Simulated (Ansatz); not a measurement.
Cost and result up the ladder for the cluster Cu₂F₂ (4 atoms). The state is a singlet with charge 0. Geometry: PBE-D4/def2-SVP.

```csv
atom,x (Å),y (Å),z (Å)
Cu1,-0.902,0.265,-0.658
Cu2,0.902,-0.265,0.658
F3,0.902,-0.188,-1.311
F4,-0.902,0.189,1.311
```

Ansatz on 4 threads of Arm Neoverse V2 on a shared host. Times are rough, and most runs start from the orbitals of an earlier one. CAM-B3LYP-D4/def2-TZVP serves as the yardstick here, not as an exact answer. Binding counts from free atoms at the same level (Cu doublet, F doublet; other spins of the atoms weren't run), without zero-point energy or a counterpoise term.

Correlated methods freeze 20 core orbitals. No other spin state of charge 0 was run. Another isomer (singlet) lies 0.23 eV lower at PBE-D4/def2-TZVP; other spin states weren't run for this one.

Correlated methods converge slowly with the basis.

```tsv
level	functions	wall time	binding energy per atom (eV)	difference from CAM-B3LYP-D4/def2-TZVP (eV)
PBE-D4/def2-TZVP (with forces)	152	1.4 s	2.57	0.04
PBE0-D4/def2-TZVP	152	2 s	2.42	-0.12
CAM-B3LYP-D4/def2-TZVP	152	2 s	2.54	0.00
r2SCAN-D4/def2-TZVP	152	2.7 s	2.57	0.04
r2SCAN0-D4/def2-TZVP	152	3.4 s	2.41	-0.12
CCSD(T)/def2-TZVPP	190	57 s	2.50	-0.03
```
